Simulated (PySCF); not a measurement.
Work out the structure from these simulated measurements.

Formula: C9H10O.

- Dipole: 0.98 D [PBE0/pcSseg-1]
- 1H NMR: chemical shifts (computed TMS as zero) by class: 7.47 (1 H), 6.97 (1 H), 6.64 (1 H), 3.94 (3 H), 3.24 (2 H), 3.16 (2 H) ppm [GIAO PBE0/pcSseg-1]
- Rotational structure: rotational constants A, B, C: 2.317, 1.180, 0.793 GHz [GFN2-xTB]
- 13C NMR: chemical shifts (computed TMS as zero) by class: 160.3 (1 C), 153.2 (1 C), 136.2 (1 C), 134.0 (1 C), 120.0 (1 C), 111.2 (1 C), 55.4 (1 C), 29.9 (1 C), 28.9 (1 C) ppm [GIAO PBE0/pcSseg-1]
- NMR, other nuclei: isotropic shieldings of nuclei other than C and H, by class: 239 (1 O) ppm [GIAO PBE0/pcSseg-1]

Gas-phase values; electronic properties from PySCF, density fitting. Levels stand in brackets. One conformer (not necessarily the lowest) at the GFN2-xTB geometry, without solvent, vibrations or thermal averaging. Each NMR value is the plain mean over a class of atoms that symmetry, rotation or inversion makes alike.

Task: Give a SMILES that accounts for the data.

Result: Numbering: `[CH3:1][O:2][c:3]1[cH:4][cH:5][cH:6][c:7]2[c:8]1[CH2:9][CH2:10]2`. Its formula, C9H10O, gives 5 degrees of unsaturation: 2 rings and 3 π bonds in the structure found (Kekulé form). 9 carbons fall into 9 classes; from least to most shielded: aromatic carbon bearing oxygen [C3] (160.3 ppm), substituted aromatic carbon [C7] (153.2 ppm), substituted aromatic carbon [C8] (136.2 ppm), aromatic CH carbon [C5] (134.0 ppm), aromatic CH carbon [C6] (120.0 ppm), aromatic CH carbon [C4] (111.2 ppm), methoxy carbon [C1] (55.4 ppm), benzylic-type carbon [C10] (29.9 ppm), benzylic-type carbon [C9] (28.9 ppm). Hydrogen classes from least to most shielded: 1 H on an aromatic CH carbon, C5 (7.47 ppm), 1 H on an aromatic CH carbon, C6 (6.97 ppm), 1 H on an aromatic CH carbon, C4 (6.64 ppm), 3 H on a methoxy carbon, C1 (3.94 ppm), 2 H on a benzylic-type carbon, C9 (3.24 ppm), 2 H on a benzylic-type carbon, C10 (3.16 ppm). The other shieldings belong to: 239 ppm, aryl ether oxygen [O2]. The optimised geometry has point group Cs and is an asymmetric top. Structure: `COc1cccc2c1CC2`. Computed isomers that give other values at the same levels: `CCC(=O)c1ccccc1` (13C chemical shifts (computed TMS as zero) by class: 203.2 (1 C), 140.4 (1 C), 139.0 (1 C), 134.7 (2 C), 133.8 (2 C), 35.1 (1 C), 9.9 (1 C) ppm); `C=CCOc1ccccc1` (13C chemical shifts (computed TMS as zero) by class: 164.6 (1 C), 143.9 (1 C), 135.1 (2 C), 125.2 (1 C), 120.9 (1 C), 119.3 (2 C), 69.8 (1 C) ppm); `COCC1c2ccccc21` (13C chemical shifts (computed TMS as zero) by class: 137.8 (2 C), 134.4 (2 C), 118.7 (2 C), 81.9 (1 C), 59.5 (1 C), 35.9 (1 C) ppm). The assignments are read from this structure; whether some other isomer fits the data as well wasn't checked.

The values belong to the conformer `[CH3:1][O:2][c:3]1[cH:4][cH:5][cH:6][c:7]2[c:8]1[CH2:9][CH2:10]2`: C1–O2–C3–C4 0°.
